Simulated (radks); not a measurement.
Dynamic dipole polarisability and lines of the bromine ion Br6+, [Ar] 3d10 4s1. All-electron calculation, non-relativistic Kohn-Sham, LB94 model potential, spin-polarised, spherical densities, point nucleus; open shells are filled with parallel spins first (spin-orbit coupling, left out, can overturn this in heavy ions). Program: a radial shooting solver on a logarithmic mesh with Libxc functionals. Time-dependent linear response with the Hartree and adiabatic LDA kernel, continuum included through the Sternheimer equations. Lines are the poles of the dipole polarisability below minus the highest occupied eigenvalue, found on a grid refined at the orbital gaps; the lowest seven at most are given, and weak or close lines can be missed. The first line takes the name of the lowest orbital gap if no other gap lies below it; otherwise a line is named after a gap within 0.6 % of it, if that gap stands alone.

photon energy (eV),alpha (bohr^3)
0,2.173
5.195,2.367
15.586,12.36
25.977,-1.049
36.367,-0.1662
46.758,0.1100

Lines (eV, oscillator strength): 16.950 (73.15 nm, 4s-4p), f = 0.722; 76.179 (16.28 nm, 4s-6p), f = 0.0289; 79.847 (15.53 nm, 3d-4p down), f = 0.0651; 82.512 (15.03 nm, unassigned), f = 0.464; 85.472 (14.51 nm, 4s-7p), f = 0.0152; 90.938 (13.63 nm, 4s-8p), f = 0.00865. Higher lines, where found, are left out when the end of the mesh affects them. Those listed give 89 % of the static polarisability (sum of f/w^2). Orbital energy gaps for comparison: 4s-4p 15.792 eV; 4s-5p 58.430 eV; 4s-6p 76.351 eV; 3d-4p down 80.057 eV; 3d-4p 81.595 eV. At laser wavelengths: 1550 nm 2.177, 1064 nm 2.182, 780 nm 2.190, 532 nm 2.209, 355 nm 2.256, 266 nm 2.326, 193 nm 2.486 bohr^3.
